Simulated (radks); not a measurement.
Initial-state core-level shifts of the iridium ion Ir+ when its valence configuration changes from [Xe] 4f14 5d7 6s1. Calculated with a radial shooting solver on a logarithmic mesh with Libxc functionals: non-relativistic Kohn-Sham, r2SCAN, spin-polarised, spherical densities, point nucleus; open shells are filled with parallel spins first (spin-orbit coupling, left out, can overturn this in heavy ions); meta-GGA in the generalised Kohn-Sham scheme; relativity is left out, which matters for an element this heavy. Shifts are changes of the shell-averaged eigenvalues in eV (positive: less bound); the change of the density at the nucleus, which sets a Mossbauer isomer shift, is in e/bohr^3, on a base of 3.273e+05.

valence,1s,2p,3p,3d,density at nucleus
4f14 5d6 6s1 6p1,-5.262,-5.366,-5.330,-5.342,+4.95
4f14 5d5.5 6s1.5 6p1,-7.565,-7.729,-7.664,-7.683,+16.35
4f14 5d8,+3.936,+4.038,+4.009,+4.018,-20.62
4f14 5d7.5 6s0.5,+1.981,+2.034,+2.018,+2.023,-10.91
4f13 5d7.5 6s1.5,-14.749,-15.771,-17.540,-17.427,+31.90
4f13 5d7 6s1 6p1,-17.978,-19.051,-20.804,-20.697,+25.93
4f14 5d7 6p1,-1.261,-1.240,-1.251,-1.250,-18.31
4f14 5d5 6s1 6p2,-10.561,-10.794,-10.699,-10.727,+11.18
4f13 5d8 6p1,-13.758,-14.705,-16.507,-16.386,+2.52
